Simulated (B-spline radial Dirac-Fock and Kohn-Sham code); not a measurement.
**Sc²⁺: photoemission with 6030 eV photons**

System: the Sc²⁺ ion, configuration [Ar] 3d1.

These are calculated numbers from a radial finite-basis atomic code; the model is independent-particle photoionisation in a Dirac-Hartree-Slater potential with a Latter tail, all multipoles, thresholds from Dirac-Fock ΔSCF. The asymmetry parameter β is from the dipole term alone. Kinetic energies are from the vacuum level. Open shells are spread statistically over j, without multiplet splitting.

| subshell | electrons | binding (eV) | kinetic (eV) | σ (kb) | β |
| --- | --- | --- | --- | --- | --- |
| 1s | 2 | 4517.7 | 1512.3 | 26.3 | 2.00 |
| 2s | 2 | 527.8 | 5502.2 | 1.76 | 2.00 |
| 2p1/2 | 2 | 432.4 | 5597.6 | 0.341 | 0.77 |
| 2p3/2 | 4 | 427.9 | 5602.1 | 0.647 | 0.76 |
| 3s | 2 | 83.52 | 5946.5 | 0.234 | 2.00 |
| 3p1/2 | 2 | 56.56 | 5973.4 | 0.0398 | 0.73 |
| 3p3/2 | 4 | 56.06 | 5973.9 | 0.0756 | 0.72 |
| 3d3/2 | 0.4 | 23.76 | 6006.2 | 6.94e-05 | 0.32 |
| 3d5/2 | 0.6 | 23.73 | 6006.3 | 0.000101 | 0.32 |

Branching ratios of the spin-orbit partners (statistical value in brackets): 2p 1.90 (2.00), 3p 1.90 (2.00), 3d 1.46 (1.50).

Run: 2.0 s of CPU time on 1 thread of Intel(R) Xeon(R) 6975P-C (shared host), peak memory 0.33 GiB.
